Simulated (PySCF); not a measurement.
Species: C5H3ClOS.
Geometry (PBE0-D3(BJ)/def2-SVP, Å), atoms numbered from 1 in this order:
```xyz
11
C5H3ClOS angstrom
O     -2.143   -1.528    0.293
C     -1.771   -0.454   -0.050
Cl    -2.948    0.766   -0.628
C     -0.379    0.011   -0.052
C      0.687   -0.839    0.383
C      1.900   -0.221    0.305
S      1.756    1.389   -0.295
C      0.066    1.253   -0.451
H      0.528   -1.859    0.734
H      2.879   -0.620    0.568
H     -0.539    2.078   -0.823
```

Level: CAM-B3LYP/def2-SVPD in PySCF, non-relativistic, on one gas-phase PBE0-D3(BJ)/def2-SVP geometry that isn't relaxed in the solvent. The solvent is an IEF-PCM continuum (cavity from Bondi-type radii × 1.2), and excitations are vertical TDDFT with non-equilibrium linear response and a frozen core. Specific hydrogen bonds and non-electrostatic terms are outside this model.

```csv
run,E − E(gas) (kcal/mol),HOMO (eV),HOMO–LUMO gap (eV),dipole (D),lowest singlet (eV),static polarisability (au)
gas,0.00,-8.99,7.96,3.55,4.80,92.8
P,-3.53,-8.77,7.80,4.39,4.91,118.8
Q,-1.95,-8.86,7.87,4.01,4.86,106.1
```

Task: The runs were made in chloroform and cyclohexane. Which run belongs to which solvent?

Result: P = chloroform, Q = cyclohexane. The dielectric constants are 2.017 (cyclohexane), 4.711 (chloroform), and the energy falls further as ε rises. The optical constants n² used for the excitations are 2.04, 2.09 in the same order. In this model the ground state sees the solvent through ε alone.

Task: How constant is the ratio of the lowering to (ε − 1)/(2ε + 1)?

Result: 
```json
{"solvent": "cyclohexane", "(ε − 1)/(2ε + 1)": "0.202", "E − E(gas) (kcal/mol)": "-1.95", "ratio (kcal/mol)": "-9.6", "polarisation term (kcal/mol)": "-2.08"}
{"solvent": "chloroform", "(ε − 1)/(2ε + 1)": "0.356", "E − E(gas) (kcal/mol)": "-3.53", "ratio (kcal/mol)": "-9.9", "polarisation term (kcal/mol)": "-4.00"}
```

The ratio changes by +3.0 % in size from cyclohexane to chloroform. The polarisation term is half the interaction of the solute with the induced surface charges.
